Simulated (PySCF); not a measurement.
## One molecule, a ladder of functionals, a line

Molecule: `C[NH][AlH][CH3]`, C₂H₈AlN.

Molfile (atoms numbered from 1):
```
C2H8AlN
     RDKit          3D

 12 11  0  0  0  0  0  0  0  0999 V2000
    2.2188   -0.0710    0.2635 C   0  0  0  0  0  0  0  0  0  0  0  0
    0.8109   -0.0856    0.5800 N   0  0  0  0  0  0  0  0  0  0  0  0
   -0.5838    0.0922   -0.5136 Al  0  0  0  0  0  3  0  0  0  0  0  0
   -2.3929    0.0515    0.2320 C   0  0  0  0  0  0  0  0  0  0  0  0
    2.7630    0.7575    0.7553 H   0  0  0  0  0  0  0  0  0  0  0  0
    2.7330   -1.0090    0.5458 H   0  0  0  0  0  0  0  0  0  0  0  0
    2.3608    0.0553   -0.8216 H   0  0  0  0  0  0  0  0  0  0  0  0
    0.6492   -0.2122    1.5752 H   0  0  0  0  0  0  0  0  0  0  0  0
   -0.2398    0.2800   -2.0564 H   0  0  0  0  0  0  0  0  0  0  0  0
   -3.1579   -0.0348   -0.5563 H   0  0  0  0  0  0  0  0  0  0  0  0
   -2.6163    0.9705    0.8008 H   0  0  0  0  0  0  0  0  0  0  0  0
   -2.5350   -0.7935    0.9264 H   0  0  0  0  0  0  0  0  0  0  0  0
  1  2  1  0
  2  3  1  0
  3  4  1  0
  1  5  1  0
  1  6  1  0
  1  7  1  0
  2  8  1  0
  3  9  1  0
  4 10  1  0
  4 11  1  0
  4 12  1  0
M  END
```

GIAO shieldings (ppm, equivalent atoms averaged) in PySCF on the PBE0-D3(BJ)/def2-SVP geometry, basis pcSseg-2, gas phase, non-relativistic:

| functional | exact exchange (%) | σ(C1) | σ(N2) | σ(Al3) |
| --- | --- | --- | --- | --- |
| BLYP | 0 | 138.9 | 170.3 | 317.9 |
| BP86 | 0 | 143.3 | 175.9 | 322.7 |
| PBE | 0 | 143.7 | 175.8 | 322.4 |
| B3LYP | 20 | 144.4 | 182.9 | 329.9 |
| PBE0 | 25 | 149.9 | 190.9 | 338.6 |
| mPW1PW91 | 25 | 149.2 | 190.7 | 339.7 |
| HF | 100 | 160.5 | 216.9 | 384.7 |

Q: Fit each shielding as a line in the percentage of exact exchange.

A: σ(C1) = 142.6 + 0.19 x (rms 2.1 ppm); σ(N2) = 175.8 + 0.43 x (rms 3.2 ppm); σ(Al3) = 321.0 + 0.64 x (rms 2.4 ppm). The functionals also differ in their semilocal parts, which the line can't hold; Hartree–Fock has no correlation at all.

Q: What does the line predict for BHandHLYP (50 %), and what does the run give?

A: σ(C1): 152.1 predicted, 151.2 computed; σ(N2): 197.3 predicted, 197.7 computed; σ(Al3): 353.0 predicted, 348.5 computed ppm.
